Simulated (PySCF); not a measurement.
B3LYP has the VWN-RPA correlation part, as in Gaussian. 

Z-matrix (Å, degrees):
```
N
C 1 1.4507
H 2 1.1072 1 110.53
H 2 1.1145 3 108.16 1 -121.86
H 2 1.1146 3 108.16 4 -116.27
C 1 1.4563 2 115.08 3 -179.83
H 6 1.1141 1 111.55 2 60.95
H 6 1.1141 7 108.86 1 123.55
H 6 1.1144 7 106.84 8 115.09
Zr 1 1.9968 2 132.81 3 0.51
Br 10 2.5062 1 107.85 2 -0.51
Br 10 2.5190 1 106.47 2 120.76
Br 10 2.5193 1 106.59 2 -121.88
```
Charge 0, spin multiplicity 1.

Q: What dipole moment, charge on the central atom (Mulliken), LUMO, HOMO–LUMO gap, total energy and HOMO does B3LYP-D3(BJ)/def2-TZVP // PBE-D3(BJ)/def2-SVP (PySCF) give?

A: 
```yaml
dipole_moment: 3.56 D
charge on the central atom (Mulliken): 1.26 e
LUMO: -2.48 eV
HOMO–LUMO gap: 4.70 eV
total_energy: -7904.5590 Ha
HOMO: -7.18 eV
```
